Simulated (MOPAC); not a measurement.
Input file for MOPAC: PM3 on CH10Si2 (a complex), monomers drawn apart or pushed together.

```
PM3 1SCF PRECISE CHARGE=0 THREADS=1
CH10Si2

C      0.05535167 1    -0.12600641 1     0.04638941 1
H     -0.37250102 1    -1.04826816 1     0.43674512 1
H     -0.53475486 1     0.72179821 1     0.39153250 1
H      1.07997198 1    -0.02251147 1     0.39980190 1
H      0.04670512 1    -0.15459481 1    -1.04226216 1
Si     1.02338584 1     0.53494832 1     5.72547268 1
Si    -1.16209981 1    -0.21472430 1     5.32911467 1
H      1.75169385 1    -0.44333590 1     6.56999030 1
H      0.99395502 1     1.83869600 1     6.43263310 1
H      1.76307997 1     0.70413999 1     4.45245981 1
H     -1.14524626 1    -1.52618535 1     4.63800920 1
H     -1.90243993 1     0.75731657 1     4.48969346 1
H     -1.88083470 1    -0.36976802 1     6.61783578 1
```

Output:

```
*******************************************************************************
 **                                                                           **
 **                              MOPAC v23.2.5                                **
 **                                                                           **
 *******************************************************************************
 ** MOPAC's Digital Object Identifier: https://doi.org/10.5281/zenodo.6511958 **
 **                                                                           **
 ** Please cite the open-source release paper for use of this MOPAC version:  **
 ** J. E. Moussa and J. J. P. Stewart (2026)                                  **
 ** MOPAC: An open-source semiempirical molecular orbital program             **
 ** J. Open Source Softw., 11(119), 8025, https://doi.org/10.21105/joss.08025 **
 *******************************************************************************

                              PM3 CALCULATION RESULTS

 *******************************************************************************
 *  PM3        - The PM3 Hamiltonian to be used
 *
 *
 *
 *                 CHARGE ON SYSTEM = 0
 *
 *
 *
 *  PRECISE    - TIGHTER CRITERIA TO BE USED
 *  1SCF       - DO 1 SCF AND THEN STOP
 *  THREADS=1  - MULTI-THREADING NOT USED
 *  T=         - A TIME OF 172800.0 SECONDS REQUESTED
 *  DUMP=N     - RESTART FILE WRITTEN EVERY 7200.0 SECONDS REQUESTED
 *******************************************************************************
PM3 1SCF PRECISE CHARGE=0 THREADS=1
 CH10Si2

   ATOM   CHEMICAL          X               Y               Z
  NUMBER   SYMBOL      (ANGSTROMS)     (ANGSTROMS)     (ANGSTROMS)

     1       C          0.05535167  *  -0.12600641  *   0.04638941  *
     2       H         -0.37250102  *  -1.04826816  *   0.43674512  *
     3       H         -0.53475486  *   0.72179821  *   0.39153250  *
     4       H          1.07997198  *  -0.02251147  *   0.39980190  *
     5       H          0.04670512  *  -0.15459481  *  -1.04226216  *
     6      Si          1.02338584  *   0.53494832  *   5.72547268  *
     7      Si         -1.16209981  *  -0.21472430  *   5.32911467  *
     8       H          1.75169385  *  -0.44333590  *   6.56999030  *
     9       H          0.99395502  *   1.83869600  *   6.43263310  *
    10       H          1.76307997  *   0.70413999  *   4.45245981  *
    11       H         -1.14524626  *  -1.52618535  *   4.63800920  *
    12       H         -1.90243993  *   0.75731657  *   4.48969346  *
    13       H         -1.88083470  *  -0.36976802  *   6.61783578  *



          CARTESIAN COORDINATES

    NO.       ATOM           X           Y           Z

     1         C          0.0554     -0.1260      0.0464
     2         H         -0.3725     -1.0483      0.4367
     3         H         -0.5348      0.7218      0.3915
     4         H          1.0800     -0.0225      0.3998
     5         H          0.0467     -0.1546     -1.0423
     6        Si          1.0234      0.5349      5.7255
     7        Si         -1.1621     -0.2147      5.3291
     8         H          1.7517     -0.4433      6.5700
     9         H          0.9940      1.8387      6.4326
    10         H          1.7631      0.7041      4.4525
    11         H         -1.1452     -1.5262      4.6380
    12         H         -1.9024      0.7573      4.4897
    13         H         -1.8808     -0.3698      6.6178

  H: (PM3): J. J. P. STEWART, J. COMP. CHEM. 10, 209 (1989).
  C: (PM3): J. J. P. STEWART, J. COMP. CHEM. 10, 209 (1989).
 Si: (PM3): J. J. P. STEWART, J. COMP. CHEM. 10, 209 (1989).

           Empirical Formula: C H10 Si2  =    13 atoms



      MOLECULAR POINT GROUP   :   C1


      RHF CALCULATION, NO. OF DOUBLY OCCUPIED LEVELS = 11


 -------------------------------------------------------------------------------
 PM3 1SCF PRECISE CHARGE=0 THREADS=1
 CH10Si2



     1SCF WAS SPECIFIED, SO BFGS WAS NOT USED
     SCF FIELD WAS ACHIEVED


                              PM3 CALCULATION
                                                       MOPAC v23.2.5 Linux




          FINAL HEAT OF FORMATION =          5.18013 KCAL/MOL =      21.67367 KJ/MOL


          COSMO AREA              =        169.05 SQUARE ANGSTROMS
          COSMO VOLUME            =        158.18 CUBIC ANGSTROMS

          IONIZATION POTENTIAL    =         10.018120 EV
          HOMO LUMO ENERGIES (EV) =        -10.018 -1.297
          NO. OF FILLED LEVELS    =         11
          MOLECULAR WEIGHT        =         78.2610         POINT GROUP:  C1

          MOLECULAR DIMENSIONS (Angstroms)

            Atom       Atom       Distance
            H    13    H     5     7.90182
            H    11    H     9     4.22502
            H    12    H     8     3.95264


          SCF CALCULATIONS        =          1





   ATOM   CHEMICAL          X               Y               Z
  NUMBER   SYMBOL      (ANGSTROMS)     (ANGSTROMS)     (ANGSTROMS)

     1       C          0.05535167  *  -0.12600641  *   0.04638941  *
     2       H         -0.37250102  *  -1.04826816  *   0.43674512  *
     3       H         -0.53475486  *   0.72179821  *   0.39153250  *
     4       H          1.07997198  *  -0.02251147  *   0.39980190  *
     5       H          0.04670512  *  -0.15459481  *  -1.04226216  *
     6      Si          1.02338584  *   0.53494832  *   5.72547268  *
     7      Si         -1.16209981  *  -0.21472430  *   5.32911467  *
     8       H          1.75169385  *  -0.44333590  *   6.56999030  *
     9       H          0.99395502  *   1.83869600  *   6.43263310  *
    10       H          1.76307997  *   0.70413999  *   4.45245981  *
    11       H         -1.14524626  *  -1.52618535  *   4.63800920  *
    12       H         -1.90243993  *   0.75731657  *   4.48969346  *
    13       H         -1.88083470  *  -0.36976802  *   6.61783578  *

                             CARTESIAN COORDINATES

   1    C        0.055351670    -0.126006410     0.046389410
   2    H       -0.372501020    -1.048268160     0.436745120
   3    H       -0.534754860     0.721798210     0.391532500
   4    H        1.079971980    -0.022511470     0.399801900
   5    H        0.046705120    -0.154594810    -1.042262160
   6   Si        1.023385840     0.534948320     5.725472680
   7   Si       -1.162099810    -0.214724300     5.329114670
   8    H        1.751693850    -0.443335900     6.569990300
   9    H        0.993955020     1.838696000     6.432633100
  10    H        1.763079970     0.704139990     4.452459810
  11    H       -1.145246260    -1.526185350     4.638009200
  12    H       -1.902439930     0.757316570     4.489693460
  13    H       -1.880834700    -0.369768020     6.617835780


           Empirical Formula: C H10 Si2  =    13 atoms



      MOLECULAR POINT GROUP   :   C1


                  EIGENVALUES
 -29.78269 -16.78230 -15.64479 -13.58069 -13.56898 -13.56613 -12.82220 -12.81516
 -10.97246 -10.96885 -10.01812  -1.29723   0.88516   1.52601   1.76606   1.76814
   2.40084   2.40290   4.29650   4.64347   4.65086   4.65395


              NET ATOMIC CHARGES AND DIPOLE CONTRIBUTIONS

  ATOM NO.   TYPE          CHARGE      No. of ELECS.   s-Pop       p-Pop
    1          C          -0.110472        4.1105     1.11183     2.99864
    2          H           0.028027        0.9720     0.97197
    3          H           0.028015        0.9720     0.97198
    4          H           0.028224        0.9718     0.97178
    5          H           0.026162        0.9738     0.97384
    6         Si           0.337185        3.6628     0.95928     2.70353
    7         Si           0.337218        3.6628     0.95919     2.70360
    8          H          -0.112424        1.1124     1.11242
    9          H          -0.112448        1.1124     1.11245
   10          H          -0.112460        1.1125     1.11246
   11          H          -0.112295        1.1123     1.11230
   12          H          -0.112264        1.1123     1.11226
   13          H          -0.112468        1.1125     1.11247
 DIPOLE           X         Y         Z       TOTAL
 POINT-CHG.     0.000    -0.000    -0.010     0.010
 HYBRID        -0.001     0.000     0.013     0.013
 SUM           -0.001    -0.000     0.003     0.003


          ATOMIC ORBITAL ELECTRON POPULATIONS

     Atom    s        px        py        pz
    1  C   1.11183   1.00033   1.00035   0.99796
    2  H   0.97197
    3  H   0.97198
    4  H   0.97178
    5  H   0.97384
    6 Si   0.95928   0.92864   0.88938   0.88551
    7 Si   0.95919   0.92906   0.88904   0.88550
    8  H   1.11242
    9  H   1.11245
   10  H   1.11246
   11  H   1.11230
   12  H   1.11226
   13  H   1.11247

 **********************
 *                    *
 * JOB ENDED NORMALLY *
 *                    *
 **********************




 == MOPAC DONE ==
```

The run finished.

Cost: roughly 0.04 core-seconds.
